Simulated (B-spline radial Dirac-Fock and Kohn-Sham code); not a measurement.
X-ray form factors of argon in several charge states

Method: configuration-average Dirac-Fock orbitals. Computed with a radial finite-basis atomic code.

Configurations: Ar [Ne] 3s2 3p6; Ar⁺ [Ne] 3s2 3p5; Ar³⁺ [Ne] 3s2 3p3; Ar⁴⁺ [Ne] 3s2 3p2; Ar⁵⁺ [Ne] 3s2 3p1. The first column is f₀ of Ar, the others are differences from it.

```csv
s (Å⁻¹),Ar,Δ Ar⁺,Δ Ar³⁺,Δ Ar⁴⁺,Δ Ar⁵⁺
0,18.000,-1.000,-3.000,-4.000,-5.000
0.05,17.536,-0.898,-2.756,-3.704,-4.659
0.1,16.298,-0.647,-2.136,-2.941,-3.774
0.15,14.647,-0.368,-1.387,-1.998,-2.658
0.2,12.949,-0.149,-0.731,-1.139,-1.610
0.25,11.440,-0.020,-0.272,-0.504,-0.802
0.3,10.216,+0.037,-0.011,-0.113,-0.270
0.35,9.272,+0.050,+0.103,+0.084,+0.025
0.4,8.558,+0.042,+0.128,+0.152,+0.154
0.45,8.011,+0.029,+0.110,+0.150,+0.181
0.5,7.575,+0.016,+0.076,+0.116,+0.156
0.6,6.875,0.000,+0.016,+0.035,+0.062
0.7,6.252,-0.006,-0.016,-0.017,-0.011
0.8,5.639,-0.007,-0.028,-0.039,-0.049
0.9,5.035,-0.006,-0.028,-0.044,-0.062
1,4.460,-0.005,-0.025,-0.042,-0.062
1.1,3.931,-0.004,-0.022,-0.037,-0.056
1.2,3.461,-0.003,-0.018,-0.031,-0.048
1.4,2.712,-0.002,-0.012,-0.021,-0.034
1.6,2.192,-0.001,-0.008,-0.014,-0.023
```
